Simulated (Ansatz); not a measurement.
Sn(vinyl)2(NHMe)2 (C₆H₁₄N₂Sn), 23 atoms. Hardware: 4 threads of Arm Neoverse V2 on a shared host.

In the def2 sets Sn takes a core potential; there is no spin–orbit coupling. Correlated methods freeze 12 core orbitals; core or outer-core shells of Sn are correlated, in sets that lack core-valence functions.

Q: How many basis functions does each of these Ansatz runs have, and roughly what does it cost? MP2/def2-SVP, charge 0 singlet, energy, from earlier orbitals; HF/STO-3G, charge 0 singlet, energy; HSE06-D4/def2-TZVP, charge 0 singlet, energy, from earlier orbitals; PBE0-D4/def2-TZVP, charge 0 singlet, energy, from earlier orbitals; PBE-D4/def2-TZVP, charge 1 doublet at the geometry of the charge 0 singlet, energy, from earlier orbitals; LDA (SPW92)/def2-TZVP, charge 0 singlet, energy, from earlier orbitals; r2SCAN-D4/def2-SVP, charge 0 singlet, relaxation, 13 steps; r2SCAN-D4/def2-TZVP, charge 0 triplet at the geometry of the charge 0 singlet, energy, from earlier orbitals; PBE0-D4/def2-SVP, charge 0 singlet, energy, from earlier orbitals; PBE0-D4/def2-TZVP, charge 1 doublet at the geometry of the charge 0 singlet, energy; PBE-D4/def2-SVP, charge 0 singlet, energy, from earlier orbitals; PBE-D4/def2-TZVP, charge 0 singlet, energy, from earlier orbitals.

A: Other jobs shared the machine, so times can vary by a factor of up to 3. A dash marks memory too small to be measured apart from the calling script's.

```json
{"run": "HF/STO-3G, charge 0 singlet, energy", "functions": "81", "fitting or Cholesky vectors": "1124", "wall time": "0.8 s", "peak host memory (GiB)": "–"}
{"run": "PBE-D4/def2-SVP, charge 0 singlet, energy, from earlier orbitals", "functions": "208", "fitting or Cholesky vectors": "2395", "wall time": "3.5 s", "peak host memory (GiB)": "–"}
{"run": "LDA (SPW92)/def2-TZVP, charge 0 singlet, energy, from earlier orbitals", "functions": "382", "fitting or Cholesky vectors": "2394", "wall time": "4.2 s", "peak host memory (GiB)": "0.73"}
{"run": "PBE-D4/def2-TZVP, charge 0 singlet, energy, from earlier orbitals", "functions": "382", "fitting or Cholesky vectors": "2394", "wall time": "6 s", "peak host memory (GiB)": "0.76"}
{"run": "PBE0-D4/def2-SVP, charge 0 singlet, energy, from earlier orbitals", "functions": "208", "fitting or Cholesky vectors": "2458", "wall time": "6 s", "peak host memory (GiB)": "0.91"}
{"run": "MP2/def2-SVP, charge 0 singlet, energy, from earlier orbitals", "functions": "208", "fitting or Cholesky vectors": "2237", "wall time": "6.5 s", "peak host memory (GiB)": "0.64"}
{"run": "PBE0-D4/def2-TZVP, charge 0 singlet, energy, from earlier orbitals", "functions": "382", "fitting or Cholesky vectors": "2467", "wall time": "12 s", "peak host memory (GiB)": "1.9"}
{"run": "HSE06-D4/def2-TZVP, charge 0 singlet, energy, from earlier orbitals", "functions": "382", "fitting or Cholesky vectors": "2467", "wall time": "15 s", "peak host memory (GiB)": "2"}
{"run": "PBE-D4/def2-TZVP, charge 1 doublet at the geometry of the charge 0 singlet, energy, from earlier orbitals", "functions": "382", "fitting or Cholesky vectors": "2394", "wall time": "16 s", "peak host memory (GiB)": "0.84"}
{"run": "r2SCAN-D4/def2-TZVP, charge 0 triplet at the geometry of the charge 0 singlet, energy, from earlier orbitals", "functions": "382", "fitting or Cholesky vectors": "2394", "wall time": "37 s", "peak host memory (GiB)": "0.98"}
{"run": "PBE0-D4/def2-TZVP, charge 1 doublet at the geometry of the charge 0 singlet, energy", "functions": "382", "fitting or Cholesky vectors": "2467", "wall time": "51 s", "peak host memory (GiB)": "2.1"}
{"run": "r2SCAN-D4/def2-SVP, charge 0 singlet, relaxation, 13 steps", "functions": "208", "fitting or Cholesky vectors": "2395", "wall time": "55 s", "peak host memory (GiB)": "–"}
```
